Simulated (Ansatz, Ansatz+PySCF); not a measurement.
```yaml
atoms:
  - { symbol: C, position_ang: [0.0000, 0.0000, 0.0000] }
  - { symbol: H, position_ang: [1.2680, 1.2680, 1.2680] }
  - { symbol: H, position_ang: [0.6340, -0.6340, -0.6340] }
  - { symbol: H, position_ang: [-0.6340, 0.6340, -0.6340] }
  - { symbol: H, position_ang: [-0.6340, -0.6340, 0.6340] }
```

Basis set: 6-31G (spherical functions). Left uncorrelated: 1 orbital. Charge 0, multiplicity 1.

Computed with Ansatz (development build ahead of 0.2.0); each method stands on the lowest determinant of its kind that the runs found. Restricted open shells among the atoms or ions are ROHF, correlated in semicanonical orbitals with singles. Restricted functionals stand beside restricted open-shell atoms, which can lie above the unrestricted atoms usual in DFT and then raise those values.

The atomization energy at this shape (free ground-state atoms in the same class of orbitals less the molecule, no zero-point energy) of singlet CH4:

```tsv
method	atomization energy
PBE0 (unrestricted)	13.62 eV
PBE0 (restricted)	13.47 eV
RHF-CCSD(T)	12.41 eV
UHF-MP2	11.66 eV
RHF-MP2	11.50 eV
UHF	10.11 eV
RHF	8.82 eV
```

Question: What does UHF-CCSD(T) give?

Answer: 12.35 eV. Caution: the shape is not the minimum. Caution for PBE0 (unrestricted), PBE0 (restricted): charge can spread falsely over distant fragments. Caution for PBE0 (unrestricted): the unrestricted determinant is spin contaminated. Caution for RHF-CCSD(T), RHF-MP2, RHF: an unrestricted determinant lies well below. Caution for RHF-CCSD(T), UHF-CCSD(T), UHF-MP2, RHF-MP2: large amplitudes, a single reference is doubtful. Caution for RHF-CCSD(T): the amplitudes may be one of several solutions. Caution for UHF-CCSD(T), UHF-MP2: a plain start can end on a higher determinant. Caution for UHF-CCSD(T): another reference gives a lower total. Caution for UHF-CCSD(T), UHF-MP2, UHF: the unrestricted determinant is a mixture of spin states.

This basis has no polarisation functions and is too small for such energies, which can lie far from measured ones in either direction.
